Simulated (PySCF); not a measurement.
Electron correlation in Cl⁺ (chlorine, charge +1)

[Ne] 3s2 3p4, high-spin 3P determinant. Computed with PySCF 2.14 in x2c-SVPall (4s3p1d, 18 functions), with the spin-free X2C one-electron Hamiltonian (Gaussian nucleus). Frozen: [Ne]; 6 electrons correlated.

MP2 pair energies summed by pair of shells (mhartree):

| pair | energy | share (%) |
| --- | --- | --- |
| 3p-3p | -43.36 | 48.7 |
| 3s-3p | -38.20 | 42.9 |
| 3s-3s | -7.49 | 8.4 |

Total MP2 correlation energy: -89.04 mhartree.

Same-spin part -21.77 and opposite-spin part -67.27 mhartree; SCS-MP2 scales them by 1/3 and 6/5 to -87.98 mhartree.

```json
{"level": "CCSD", "correlation energy (mhartree)": "-108.12"}
{"level": "(T)", "correlation energy (mhartree)": "-1.03"}
{"level": "CCSD(T)", "correlation energy (mhartree)": "-109.15"}
```

Diagnostics: T1 = 0.0061, D1 = 0.0199, largest double amplitude 0.051.

**Question.** Is a single reference adequate?

**Answer.** Yes: T1 lies below 0.03 and no double amplitude reaches 0.07.
